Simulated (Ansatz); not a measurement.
```yaml
crystal:
  periodic: [false, false, false]
  atoms:
    - {symbol: O, position_ang: [-1.817215, -0.253722, 0.166147]}
    - {symbol: Mo, position_ang: [-0.246920, 0.009485, -0.039273]}
    - {symbol: O, position_ang: [0.763056, -1.199844, 0.975919]}
    - {symbol: F, position_ang: [0.131188, -1.085036, -1.495085]}
    - {symbol: Cl, position_ang: [-0.448217, 1.474775, -2.108497]}
    - {symbol: Cl, position_ang: [0.355449, 2.036653, 0.871094]}
    - {symbol: H, position_ang: [1.493215, -1.035802, 1.091400]}
basis:
  gaussian: {orbitals: cc-pVTZ-DK}
hamiltonian: {xc: {name: B2PLYP}, dispersion: d2}
```

```sh
$ ansatz run in.yaml --threads 4 --pin off --events-out ev --progress --plain --max-ram 10444MiB
```

Problem. How does Ansatz answer? (Estimate.)

Solution. Computed: The program refused the input.
```
Error: YAML parse error: error: line 13 column 47: hamiltonian.dispersion: `d2` is not `none`, `rvv10`, `d3bj`, `d3bjatm`, `d4` or a map `{method: …, s8: …, a1: …, a2_bohr: …}` (numbers without units, a2 in bohr) or `{method: …, functional: …}`
11 | basis:
12 |   gaussian: {orbitals: cc-pVTZ-DK}
13 | hamiltonian: {xc: {name: B2PLYP}, dispersion: d2}
```
